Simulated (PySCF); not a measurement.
All values below come from PBE-D3(BJ)/def2-TZVP // BP86-D3(BJ)/def2-SVP (PySCF). All species are isolated molecules in the gas phase. 

Reference species: [Zn(H)2] (neutral, multiplicity 1).

```yaml
coordination_number: 2
HOMO–LUMO gap: 5.46 eV
charge on the central atom (Mulliken): 0.06 e
```

Changed species: [Zn(Cl)(H)] (1 of 2 Cl replaced by H; the reference has 2 of 2 Cl replaced by H).

Problem. Predict the effect on the coordination number, HOMO–LUMO gap and charge on the central atom (Mulliken).

Solution. the coordination number hardly moves; the HOMO–LUMO gap rises by 0.66 eV, to 6.12 eV; the charge on the central atom (Mulliken) rises by 0.23 e, to 0.29 e.
